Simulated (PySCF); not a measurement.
# Electron correlation in Cd (cadmium, neutral)

[Kr] 4d10 5s2, closed-shell 1S. Computed with PySCF 2.14 in def2-TZVP with the def2 core potential (28 electrons) (6s4p3d1f, 40 functions), with a scalar-relativistic core potential. Frozen: 4s2 4p6; 12 electrons correlated.

MP2 pair energies summed by pair of shells (mhartree):

| pair | energy | share (%) |
| --- | --- | --- |
| 4d-4d | -259.77 | 78.6 |
| 4d-5s | -50.93 | 15.4 |
| 5s-5s | -19.94 | 6.0 |

Total MP2 correlation energy: -330.64 mhartree.

Same-spin part -118.91 and opposite-spin part -211.73 mhartree; SCS-MP2 scales them by 1/3 and 6/5 to -293.71 mhartree.

```csv
level,correlation energy (mhartree)
CCSD,-319.80
(T),-5.80
CCSD(T),-325.60
```

Diagnostics: T1 = 0.014, D1 = 0.0470, largest double amplitude 0.085.

Cost of the coupled-cluster step: 0.32 s of wall time on 1 thread of AMD EPYC 9R14 (shared host), for 12 correlated electrons.
